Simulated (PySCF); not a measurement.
Adding and removing an electron: TlBr

RHF-CCSD(T); PySCF, scalar-relativistic core potentials, basis sets Tl cc-pVDZ-PP with ECP60, Br cc-pVDZ-PP with ECP10. Neutral (RHF): singlet (closed shell), Re = 2.680 Å, ωe = 191 cm⁻¹, De = 3.62 eV.

TlBr⁺ (UHF): doublet (π ↑), Re = 3.431 Å, ωe = 59.9 cm⁻¹. The energies at the minima are -587.30704 hartree for TlBr and -586.99055 for TlBr⁺.

(1) Work out the adiabatic ionisation energy, without and with harmonic zero-point energies (1 hartree = 27.2114 eV, 1 eV = 8065.5 cm⁻¹), and the change of the bond length.

Correlated steps freeze 8 core orbitals. Correlated levels converge slowly with the basis: in double zeta they bind strong bonds too weakly, by up to about 1 eV, and carry superposition errors of some tenths. These are scalar-relativistic numbers at best; spin–orbit coupling would shift them, the dissociation energy most. Where the molecule has an RHF reference, its open-shell atoms are computed with UHF. States were picked by a PBE0 search and need not be the measured ground states.

Neutral and ion stand on different kinds of reference determinant, which adds to the error of the difference.

## Answers

(1) At CCSD(T): 0.31649 hartree = 8.612 eV between the minima; the zero-point term (59.9 − 191.0)/2 cm⁻¹ = -0.008 eV makes it 8.604 eV. Re changes by +75.1 pm against the neutral. The electron leaves a π orbital, and the ion is left as a loose complex of an ion and an atom.
